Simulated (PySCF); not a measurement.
Compound: C3H8Si.
Bonds: C1–C2 (double), C2–C3, C3–Si4. Hydrogens: H5, H6 on C1; H7 on C2; H8, H9 on C3; H10, H11, H12 on Si4.

The same species was optimised twice, with GFN2-xTB and with PBE0-D3(BJ)/def2-SVP (PySCF), and the same property calculations (PySCF, gas phase) were run on both structures.

```tsv
coordinate	GFN2-xTB	PBE0-D3(BJ)/def2-SVP	change
Si4–H11 (Å)	1.464	1.496	+0.032
Si4–H12 (Å)	1.464	1.496	+0.032
Si4–H10 (Å)	1.463	1.494	+0.031
C1–H6 (Å)	1.078	1.095	+0.017
C1–H5 (Å)	1.077	1.093	+0.016
C3–Si4 (Å)	1.911	1.896	-0.015
C2–H7 (Å)	1.083	1.098	+0.015
C1=C2 (Å)	1.321	1.335	+0.014
C3–H9 (Å)	1.092	1.104	+0.012
C3–H8 (Å)	1.091	1.103	+0.012
C2–C3 (Å)	1.486	1.493	+0.007
Si4–C3–H9 (°)	108.9	107.3	-1.6
C3–Si4–H11 (°)	108.4	110.0	+1.6
Si4–C3–H8 (°)	109.5	108.0	-1.5
C1–C2–H7 (°)	119.8	118.4	-1.4
C2–C3–H9 (°)	109.6	110.9	+1.3
H10–Si4–H11 (°)	110.3	109.1	-1.2
C2–C3–H8 (°)	110.0	111.3	+1.3
H10–Si4–H12 (°)	109.8	108.7	-1.1
C1–C2–C3–Si4 (°)	106	106	0
```

Rotational constants: A = 15643, B = 2789, C = 2666 MHz (GFN2-xTB) against A = 15599, B = 2750, C = 2634 MHz (PBE0-D3(BJ)/def2-SVP). Point groups within 0.08 Å: C1 and C1.

On the GFN2-xTB structure: lowest singlet, TDDFT (eV) 6.37 [B3LYP/def2-SVPD]; lowest triplet, Tamm–Dancoff (eV) 4.37 [B3LYP/def2-SVPD]; isotropic polarisability (au) 66.7 [B3LYP/def2-SVPD]; HOMO (eV) -6.97 [B3LYP/def2-SVPD]; LUMO (eV) -0.09 [B3LYP/def2-SVPD]; dipole (D) 0.42 [B3LYP/def2-SVPD]; C1s of C1 (eV) 289.84 [delta-SCF UKS SCAN, pcX-2 on the ionised atom, pcseg-1 elsewhere, spin-free X2C]; C1s of C2 (eV) 290.53 [delta-SCF UKS SCAN, pcX-2 on the ionised atom, pcseg-1 elsewhere, spin-free X2C]; C1s of C3 (eV) 290.31 [delta-SCF UKS SCAN, pcX-2 on the ionised atom, pcseg-1 elsewhere, spin-free X2C]; Si1s of Si4 (eV) 1846.27 [delta-SCF UKS SCAN, pcX-2 on the ionised atom, pcseg-1 elsewhere, spin-free X2C]; Si2p of Si4 (eV) 106.77 [delta-SCF UKS SCAN, pcX-2 on the ionised atom, pcseg-1 elsewhere, spin-free X2C].

**Question.** What do these properties become on the PBE0-D3(BJ)/def2-SVP structure?

**Answer.** 
```csv
property,level,on GFN2-xTB,on PBE0-D3(BJ)/def2-SVP,change
"lowest singlet, TDDFT (eV)",B3LYP/def2-SVPD,6.37,6.38,+0.01
"lowest triplet, Tamm–Dancoff (eV)",B3LYP/def2-SVPD,4.37,4.26,-0.11
isotropic polarisability (au),B3LYP/def2-SVPD,66.7,68.4,+1.7
HOMO (eV),B3LYP/def2-SVPD,-6.97,-7.00,-0.03
LUMO (eV),B3LYP/def2-SVPD,-0.09,-0.20,-0.11
dipole (D),B3LYP/def2-SVPD,0.42,0.54,+0.12
"energy, GFN2-xTB geometry as zero (kcal/mol)",B3LYP/def2-SVPD,0.0,-1.4,-1.4
C1s of C1 (eV),"delta-SCF UKS SCAN, pcX-2 on the ionised atom, pcseg-1 elsewhere, spin-free X2C",289.84,289.99,+0.15
C1s of C2 (eV),"delta-SCF UKS SCAN, pcX-2 on the ionised atom, pcseg-1 elsewhere, spin-free X2C",290.53,290.66,+0.13
C1s of C3 (eV),"delta-SCF UKS SCAN, pcX-2 on the ionised atom, pcseg-1 elsewhere, spin-free X2C",290.31,290.47,+0.16
Si1s of Si4 (eV),"delta-SCF UKS SCAN, pcX-2 on the ionised atom, pcseg-1 elsewhere, spin-free X2C",1846.27,1846.38,+0.11
Si2p of Si4 (eV),"delta-SCF UKS SCAN, pcX-2 on the ionised atom, pcseg-1 elsewhere, spin-free X2C",106.77,106.85,+0.08
```

The heavy atoms differ by 0.014 Å rms after alignment. Among all bonds Si4–H10, Si4–H11 and Si4–H12 change most and about equally (+0.031 to +0.032 Å). Changes are differences of the printed values. Neither structure is proved a minimum here.

Shape of the structure used: `[CH2:1]=[CH:2][CH2:3][SiH3:4]`: C1–C2–C3–Si4 106°.
